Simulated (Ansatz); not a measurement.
A nudged elastic band was laid between two geometries of CH₅NOSi (9 atoms, charge 0, multiplicity 1).

Method: RKS B3LYP/def2-SVP in Ansatz.

```yaml
movable_images: 5
climbing_image: yes
spring: 5.0 eV/Å²
optimiser: quadratic models (default)
start_path: straight line
force_threshold: 0.05 eV/Å
iteration_limit: 60
end_points: relaxed
```

Image 0:

```xyz
9
Properties=species:S:1:pos:R:3
N 0.491 1.371 -0.608
C 0.583 0.014 -0.518
O 1.390 -0.642 -1.156
Si -0.610 -0.942 0.672
H 1.124 1.860 -1.236
H -0.182 1.907 -0.076
H -1.383 -1.910 -0.151
H 0.231 -1.668 1.662
H -1.557 -0.035 1.394
```

Image 6:

```xyz
9
Properties=species:S:1:pos:R:3
N 0.183 1.689 -0.379
C 0.364 0.430 -0.376
O 1.326 -0.107 -1.162
Si -0.560 -0.917 0.625
H 1.746 0.638 -1.633
H -0.568 1.970 0.255
H -1.211 -1.880 -0.305
H 0.400 -1.641 1.504
H -1.591 -0.229 1.453
```

(1) Which bonds break or form, and what moves?

(2) Give the energies along the band, and the barrier.

(3) What is the geometry of the highest image?

Answers

(1) Bonds broken: N1–H5. Bonds formed: O3–H5.

(2) The run converged. The highest image is number 3 of 0 to 6, 1.88 eV above the first end and 1.33 eV above the last; the last end lies 0.55 eV above the first. Another band between the same ends (5 images) ends at a top of the same energy, where a vibrational analysis finds 1 clearly imaginary mode. The orbitals stay closed-shell, which can raise the energy where a bond breaks towards radicals; this wasn't checked here.

| image | path coordinate (Å) | energy (eV) | N1–H5 (Å) | O3–H5 (Å) |
| --- | --- | --- | --- | --- |
| 0 | 0.00 | 0.00 | 1.02 | 2.52 |
| 1 | 0.39 | 0.11 | 1.02 | 2.26 |
| 2 | 0.78 | 0.89 | 1.08 | 1.77 |
| 3 | 1.17 | 1.88 | 1.34 | 1.33 |
| 4 | 1.48 | 1.22 | 1.64 | 1.05 |
| 5 | 1.80 | 0.70 | 1.97 | 0.99 |
| 6 | 2.12 | 0.55 | 2.26 | 0.98 |

(3) 
```xyz
9
Properties=species:S:1:pos:R:3
N 0.382 1.522 -0.533
C 0.424 0.220 -0.401
O 1.357 -0.216 -1.177
Si -0.605 -0.979 0.673
H 1.355 1.100 -1.346
H -0.253 2.152 -0.048
H -1.291 -1.937 -0.233
H 0.326 -1.697 1.584
H -1.607 -0.211 1.464
```

Run time: 80 s on 2 threads of Arm Neoverse V1, with other jobs on the host, peak memory 0.16 GiB.
